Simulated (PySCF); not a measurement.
Sb, charge -1, triplet (core potentials on Sb) (in this run its highest filled SCF level lies above zero, so its values depend strongly on the basis, on diffuse functions most of all). Base run: PBE/def2-TZVP (PySCF).

Here is a job for PySCF.
```python
from pyscf import gto, scf, dft, solvent

mol = gto.M(
    atom='''
Sb    0.00000000    0.00000000    0.00000000
''',
    basis='def2-tzvp',
    ecp={'Sb': 'def2-tzvp'},
    charge=-1,
    spin=2,
    verbose=3,
)

mf = dft.UKS(mol)
mf.xc = 'pbe'
mf.kernel()
```

Each row names what was changed in the base input (with any setting that the change needs).

```tsv
change	ΔE vs base (kcal/mol)
base	0.000
model = IEF-PCM; solvent = acetonitrile; lebedev_order = 41	-56.10
model = IEF-PCM; solvent = acetonitrile; vdw_scale = 1.4	-53.12
model = IEF-PCM; solvent = acetonitrile	-56.03
model = IEF-PCM; solvent = 2-propanol	-54.61
model = IEF-PCM; solvent = acetonitrile; vdw_scale = 1.0	-52.56
model = IEF-PCM; solvent = acetonitrile; vdw_scale = 1.1	-55.58
model = IEF-PCM; solvent = tetrahydrofuran	-49.69
model = COSMO; solvent = acetonitrile	-55.28
model = IEF-PCM; solvent = acetonitrile; r_probe = 0.5	-52.18
model = ddCOSMO; solvent = acetonitrile	-56.30
model = C-PCM; solvent = acetonitrile	-56.07
```

The base is the gas phase, so ΔE is the electrostatic part of solvation at a fixed geometry, without cavity and dispersion terms.

Open shells are given as the SCF converged; they aren't shown to be the lowest states, and a large step between rows can be another state.

The gas-phase anion may not be bound at this level, which the solvent then changes.
